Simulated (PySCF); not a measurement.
PySCF job for C₅H₆O₂, SMILES C#C[C@H]1[C@@H](O)[C@H]1O, TDDFT-LC-ωPBE/def2-SVPD. Geometry: PBE0-D3(BJ)/def2-SVP. The structure was generated by enumeration; whether it is a known compound was not checked. Other conformers were not sampled.

```python
import numpy as np
from pyscf import gto, scf, dft, tdscf

mol = gto.M(
    atom='''
    C     2.28880265   -0.72653159   -0.73317700
    C     1.35386340   -0.64480671    0.03621407
    C     0.20112970   -0.56466521    0.87988067
    C    -1.15776333   -0.48785025    0.18719705
    O    -1.16517973   -0.34033973   -1.18769340
    C    -0.64391837    0.71403531    0.90840042
    O    -0.29134122    1.79740099    0.15669530
    H     3.14123792   -0.78171351   -1.38461359
    H     0.24281947   -1.14549029    1.80712291
    H    -1.97868806   -1.08622078    0.60047821
    H    -0.47277695   -0.90214882   -1.56397607
    H    -1.06967130    0.97469818    1.88263156
    H    -0.46343787    1.54329571   -0.76474946
    ''',
    basis='def2-SVPD',
    charge=0,
    spin=0,
    max_memory=1600,
    verbose=4,
)
mf = dft.RKS(mol, xc='lc_wpbe').density_fit(auxbasis='def2-universal-jkfit')
mf.grids.level = 3
mf.conv_tol = 1e-9
mf.max_cycle = 100
mf.kernel()
mf.grids = dft.Grids(mol).set(level=1).build(with_non0tab=True)  # coarser grid for the response kernel
td = tdscf.TDDFT(mf)
td.singlet = True
td.nstates = 10
td.conv_tol = 1e-4
td.positive_eig_threshold = 1e-6
td.kernel(x0=td.get_init_guess(mf, 15))
td.analyze()
tt = tdscf.TDA(mf)
tt.singlet = False
tt.nstates = 4
tt.conv_tol = 1e-4
tt.positive_eig_threshold = 1e-6
tt.kernel(x0=tt.get_init_guess(mf, 9))
tt.analyze(verbose=3)
```

Log of the run:

```
PySCF version 2.14.0

[INPUT] verbose = 4
[INPUT] num. atoms = 13
[INPUT] num. electrons = 52
[INPUT] charge = 0
[INPUT] spin (= nelec alpha-beta = 2S) = 0
[INPUT] symmetry False subgroup None
[INPUT] Mole.unit = angstrom
[INPUT] Symbol           X                Y                Z      unit          X                Y                Z       unit  Magmom
[INPUT]  1 C      2.288802650000  -0.726531590000  -0.733177000000 AA    4.325210161679  -1.372945725945  -1.385503730830 Bohr   0.0
[INPUT]  2 C      1.353863400000  -0.644806710000   0.036214070000 AA    2.558431036072  -1.218508085182   0.068434674156 Bohr   0.0
[INPUT]  3 C      0.201129700000  -0.564665210000   0.879880670000 AA    0.380080048516  -1.067062598970   1.662733488599 Bohr   0.0
[INPUT]  4 C     -1.157763330000  -0.487850250000   0.187197050000 AA   -2.187855610764  -0.921903362301   0.353751155827 Bohr   0.0
[INPUT]  5 O     -1.165179730000  -0.340339730000  -1.187693400000 AA   -2.201870575595  -0.643148879008  -2.244415245954 Bohr   0.0
[INPUT]  6 C     -0.643918370000   0.714035310000   0.908400420000 AA   -1.216829365876   1.349331179169   1.716628005240 Bohr   0.0
[INPUT]  7 O     -0.291341220000   1.797400990000   0.156695300000 AA   -0.550555114597   3.396595607122   0.296111202007 Bohr   0.0
[INPUT]  8 H      3.141237920000  -0.781713510000  -1.384613590000 AA    5.936079360898  -1.477224441772  -2.616540473451 Bohr   0.0
[INPUT]  9 H      0.242819470000  -1.145490290000   1.807122910000 AA    0.458862296012  -2.164662926449   3.414967373327 Bohr   0.0
[INPUT] 10 H     -1.978688060000  -1.086220780000   0.600478210000 AA   -3.739178519347  -2.052659785011   1.134739360669 Bohr   0.0
[INPUT] 11 H     -0.472776950000  -0.902148820000  -1.563976070000 AA   -0.893418953507  -1.704814193400  -2.955486437674 Bohr   0.0
[INPUT] 12 H     -1.069671300000   0.974698180000   1.882631560000 AA   -2.021385800307   1.841912614312   3.557658041863 Bohr   0.0
[INPUT] 13 H     -0.463437870000   1.543295710000  -0.764749460000 AA   -0.875770650052   2.916406221116  -1.445167033309 Bohr   0.0

nuclear repulsion = 289.451288208347
number of shells = 82
number of NR pGTOs = 276
number of NR cGTOs = 194
basis = def2-SVPD
ecp = {}


[settings echo left out]
init E= -345.423539838403
  HOMO = -0.268400806211247  LUMO = 0.012709446020605  gap/eV = 7.64940
cycle= 1 E= -343.893673660305  delta_E= 1.53  |g|= 0.799  |ddm|= 7.97
  HOMO = -0.308640821368009  LUMO = 0.0656885078938254  gap/eV = 10.18602
cycle= 2 E= -343.909429559599  delta_E= -0.0158  |g|= 0.812  |ddm|= 2.16
  HOMO = -0.355714351733489  LUMO = 0.0753613994011544  gap/eV = 11.73017
cycle= 3 E= -344.025672856104  delta_E= -0.116  |g|= 0.0695  |ddm|= 1.11
  HOMO = -0.359078542211008  LUMO = 0.0764391672952582  gap/eV = 11.85104
cycle= 4 E= -344.026667677512  delta_E= -0.000995  |g|= 0.0363  |ddm|= 0.287
  HOMO = -0.357664985440842  LUMO = 0.0770346074640638  gap/eV = 11.82878
cycle= 5 E= -344.026959301749  delta_E= -0.000292  |g|= 0.015  |ddm|= 0.144
  HOMO = -0.358054252929848  LUMO = 0.0768922691094693  gap/eV = 11.83550
cycle= 6 E= -344.027014530962  delta_E= -5.52e-05  |g|= 0.00218  |ddm|= 0.0414
  HOMO = -0.358084697916755  LUMO = 0.0768989879837858  gap/eV = 11.83651
cycle= 7 E= -344.027016172015  delta_E= -1.64e-06  |g|= 0.000779  |ddm|= 0.00946
  HOMO = -0.35818741263262  LUMO = 0.0768874922728866  gap/eV = 11.83899
cycle= 8 E= -344.02701644763  delta_E= -2.76e-07  |g|= 0.000213  |ddm|= 0.00268
  HOMO = -0.358166604427251  LUMO = 0.0768896847004377  gap/eV = 11.83848
cycle= 9 E= -344.027016430962  delta_E= 1.67e-08  |g|= 7.09e-05  |ddm|= 0.000944
  HOMO = -0.358174572651483  LUMO = 0.0768897345741721  gap/eV = 11.83870
cycle= 10 E= -344.027016469767  delta_E= -3.88e-08  |g|= 3.26e-05  |ddm|= 0.000246
  HOMO = -0.358176215006869  LUMO = 0.0768892730462563  gap/eV = 11.83873
cycle= 11 E= -344.027016433127  delta_E= 3.66e-08  |g|= 7.92e-06  |ddm|= 6.9e-05
  HOMO = -0.358175890391832  LUMO = 0.0768895203023576  gap/eV = 11.83873
cycle= 12 E= -344.027016433156  delta_E= -2.84e-11  |g|= 2.38e-06  |ddm|= 3.8e-05
  HOMO = -0.358175832693997  LUMO = 0.0768894869597476  gap/eV = 11.83873
Extra cycle  E= -344.027016433158  delta_E= -2.16e-12  |g|= 1.67e-06  |ddm|= 1.22e-05
converged SCF energy = -344.027016433158
tot grids = 51096
Overwritten attributes  positive_eig_threshold  of <class 'pyscf.tdscf.rks.TDDFT'>


******** <class 'pyscf.tdscf.rks.TDDFT'> for <class 'pyscf.df.df_jk.DFRKS'> ********
nstates = 10 singlet
deg_eia_thresh = 1.000e-03
wfnsym = None
conv_tol = 0.0001
eigh lindep = 1e-12
eigh level_shift = 0
eigh max_cycle = 100


Excitation energies (eV)
[6.16093059 6.6513162  6.83475238 7.24641188 7.79190778 7.92233985
 8.20299488 8.29137128 8.49531704 8.61375862]

** Singlet excitation energies and oscillator strengths **
Excited State   1:      6.16093 eV    201.24 nm  f=0.0006
      23 -> 32        0.11113
      24 -> 28        0.13965
      24 -> 29       -0.13339
      24 -> 30       -0.10432
      25 -> 28       -0.13076
      25 -> 32       -0.14817
      26 -> 27       -0.17392
      26 -> 28        0.36471
      26 -> 29       -0.12095
      26 -> 30       -0.14976
      26 -> 31       -0.15987
      26 -> 32        0.24436
      26 -> 33        0.17572
Excited State   2:      6.65132 eV    186.41 nm  f=0.0276
      23 -> 32       -0.11332
      24 -> 28        0.11768
      24 -> 29       -0.21336
      24 -> 30       -0.11985
      24 -> 31       -0.10793
      25 -> 28        0.23578
      25 -> 32        0.22770
      25 -> 33        0.12059
      26 -> 29       -0.40655
      26 -> 30       -0.11969
      26 -> 32       -0.15285
Excited State   3:      6.83475 eV    181.40 nm  f=0.0024
      23 -> 29        0.15216
      24 -> 29       -0.29144
      24 -> 32       -0.17805
      25 -> 29       -0.45240
      25 -> 30       -0.14032
      25 -> 32       -0.19742
      26 -> 28       -0.12141
Excited State   4:      7.24641 eV    171.10 nm  f=0.0042
      26 -> 27        0.60736
      26 -> 30       -0.11103
      26 -> 32        0.11175
      26 -> 39       -0.12670
Excited State   5:      7.79191 eV    159.12 nm  f=0.0286
      24 -> 27        0.15015
      24 -> 28       -0.11632
      25 -> 27       -0.23001
      25 -> 28        0.14766
      26 -> 28        0.50655
      26 -> 29        0.14790
      26 -> 32       -0.12269
      26 -> 33       -0.15187
Excited State   6:      7.92234 eV    156.50 nm  f=0.0424
      23 -> 28       -0.10006
      24 -> 29       -0.10791
      25 -> 27        0.51863
      25 -> 28        0.22041
      26 -> 29        0.15968
      26 -> 30       -0.13451
      26 -> 31        0.15920
Excited State   7:      8.20299 eV    151.15 nm  f=0.1084
      24 -> 28        0.19611
      24 -> 29       -0.28476
      24 -> 30       -0.14252
      25 -> 28        0.10423
      25 -> 29        0.12270
      26 -> 29        0.36530
      26 -> 30        0.20790
      26 -> 31       -0.21161
Excited State   8:      8.29137 eV    149.53 nm  f=0.1012
      24 -> 27       -0.31213
      24 -> 30       -0.10956
      24 -> 31       -0.10727
      25 -> 27       -0.26626
      26 -> 29        0.24417
      26 -> 30       -0.25277
      26 -> 31        0.26615
Excited State   9:      8.49532 eV    145.94 nm  f=0.0462
      23 -> 27       -0.23160
      24 -> 27        0.10304
      24 -> 29        0.10847
      25 -> 28        0.47533
      25 -> 29       -0.11324
      26 -> 32        0.29745
Excited State  10:      8.61376 eV    143.94 nm  f=0.0312
      22 -> 27       -0.28587
      23 -> 27       -0.12120
      24 -> 29        0.12846
      26 -> 30       -0.29151
      26 -> 31       -0.31579
      26 -> 32       -0.30022

** Transition electric dipole moments (AU) **
state          X           Y           Z        Dip. S.      Osc.
  1        -0.0524      0.0282     -0.0131      0.0037      0.0006
  2        -0.3322      0.2328      0.0703      0.1695      0.0276
  3         0.1115      0.0164      0.0427      0.0145      0.0024
  4         0.0708      0.0885      0.1039      0.0237      0.0042
  5         0.3630     -0.0117     -0.1330      0.1496      0.0286
  6         0.0086     -0.2980     -0.3598      0.2184      0.0424
  7         0.5885     -0.2326     -0.3731      0.5396      0.1084
  8         0.5241     -0.4702     -0.0481      0.4980      0.1012
  9         0.2254     -0.1663     -0.3788      0.2220      0.0462
 10        -0.3818      0.0114      0.0437      0.1478      0.0312

** Transition velocity dipole moments (imaginary part, AU) **
state          X           Y           Z        Dip. S.      Osc.
  1        -0.0115      0.0062     -0.0026      0.0002      0.0005
  2        -0.0806      0.0558      0.0163      0.0099      0.0270
  3         0.0277      0.0033      0.0105      0.0009      0.0024
  4         0.0211      0.0286      0.0292      0.0021      0.0053
  5         0.1073      0.0026     -0.0357      0.0128      0.0298
  6         0.0002     -0.0895     -0.1084      0.0198      0.0453
  7         0.1769     -0.0651     -0.1114      0.0480      0.1061
  8         0.1619     -0.1508     -0.0101      0.0491      0.1074
  9         0.0668     -0.0595     -0.1239      0.0234      0.0499
 10        -0.1231     -0.0045      0.0134      0.0153      0.0323

** Transition magnetic dipole moments (imaginary part, AU) **
state          X           Y           Z
  1         0.0841     -0.0199     -0.0547
  2         0.1416      0.2244      0.1191
  3         0.0286     -0.0462     -0.0039
  4         0.0356      0.2498     -0.0135
  5        -0.2016     -0.3385     -0.5593
  6         0.1824     -0.6675      0.2990
  7        -0.6948     -0.7096     -0.7689
  8         0.0488      0.0258      0.3640
  9        -0.4202     -0.9764     -0.0221
 10         0.6243     -0.0602      0.3899
Overwritten attributes  positive_eig_threshold  of <class 'pyscf.tdscf.rks.TDA'>


******** <class 'pyscf.tdscf.rks.TDA'> for <class 'pyscf.df.df_jk.DFRKS'> ********
nstates = 4 triplet
deg_eia_thresh = 1.000e-03
wfnsym = None
conv_tol = 0.0001
eigh lindep = 1e-12
eigh level_shift = 0
eigh max_cycle = 100


Excitation energies (eV)
[5.07776235 5.56048893 5.63579872 6.44572765]

** Triplet excitation energies and oscillator strengths **
Excited State   1:      5.07776 eV    244.17 nm  f=0.0000
Excited State   2:      5.56049 eV    222.97 nm  f=0.0000
Excited State   3:      5.63580 eV    219.99 nm  f=0.0000
Excited State   4:      6.44573 eV    192.35 nm  f=0.0000
```

Self-consistency was reached.

Cost: very roughly 14 core-minutes.
